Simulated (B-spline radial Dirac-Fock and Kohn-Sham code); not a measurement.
# Atomic tellurium: differential elastic cross section for electrons at 3 keV

The computed values come from a radial B-spline solver: relativistic (Dirac) partial waves in the static field of the Dirac-Fock atom with Furness-McCarthy exchange, without polarisation or absorption potentials.

```tsv
θ (°)	dσ/dΩ (a₀²/sr)	Sherman function
0	220	0.000
1	203	0.000
2	162	0.000
3	116	0.000
5	50.4	0.000
7	22.4	0.000
10	8.47	0.000
15	2.54	0.001
20	1.11	0.002
25	0.619	0.000
30	0.381	-0.004
40	0.170	-0.013
50	0.0935	-0.010
60	0.0594	0.014
70	0.0409	0.048
80	0.0296	0.070
90	0.0226	0.059
100	0.0191	0.006
110	0.0191	-0.062
120	0.0226	-0.099
130	0.0292	-0.097
140	0.0380	-0.078
150	0.0474	-0.055
160	0.0559	-0.035
170	0.0616	-0.017
180	0.0637	0.000
```

Question: What integrated cross sections go with this distribution?

Answer: The total elastic cross section is 5.71 a₀², the first transport cross section 0.529 a₀² and the second, weighted with (3/2) sin²θ, 0.711 a₀². The mean deflection is ⟨1 − cos θ⟩ = 0.0926, and 3.2 % of the collisions scatter beyond 90°.

On this grid of angles the cross section has a minimum near 110°.

Phase shifts modulo π (rad) for κ = −1 to −5: 0.325, -1.294, 0.513, -0.475, -1.142.
